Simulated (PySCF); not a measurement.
CH5NOSW, SMILES [SH][W]([CH3])(=[O])=[NH], multiplicity 1.

Geometry: B3LYP-D3(BJ)/def2-SVP. The spin state was assumed, not searched. The structure was generated by enumeration; whether it is a known compound was not checked. The def2 effective core potentials stand for the cores of W; spin–orbit coupling is left out. One conformer was computed; it need not be the lowest.

Two levels are set side by side: TDA-PBE/def2-SVPD (PySCF) and TDA-LC-ωPBE/def2-SVPD (PySCF). Vertical, same geometry. The lowest singlet is HOMO→LUMO 65 %, HOMO−1→LUMO 31 % with PBE and HOMO→LUMO 49 %, HOMO−1→LUMO 42 % with the other functional; states are paired by order. Differences are taken from unrounded values.

```json
[
 {"quantity": "lowest singlet excitation (eV)", "TDA-LC-ωPBE": "4.61"},
 {"quantity": "lowest triplet excitation (TDA) (eV)", "TDA-LC-ωPBE": "4.13"}
]
```

**Question.** What does TDA-PBE give, and how far is it from TDA-LC-ωPBE? (An estimate is asked for; the answer gives what the named calculation found.)

**Answer.** 
| quantity | TDA-PBE | TDA-PBE minus TDA-LC-ωPBE |
|---|---|---|
| lowest singlet excitation (eV) | 4.02 | -0.59 |
| lowest triplet excitation (TDA) (eV) | 3.49 | -0.64 |

A lower first singlet is the usual sign of a functional without exact exchange. Differences between two approximate levels are no errors against the true value.

Rough cost on one machine, each run with all the roots and properties that it gave: TDA-LC-ωPBE against TDA-PBE about 3 times.
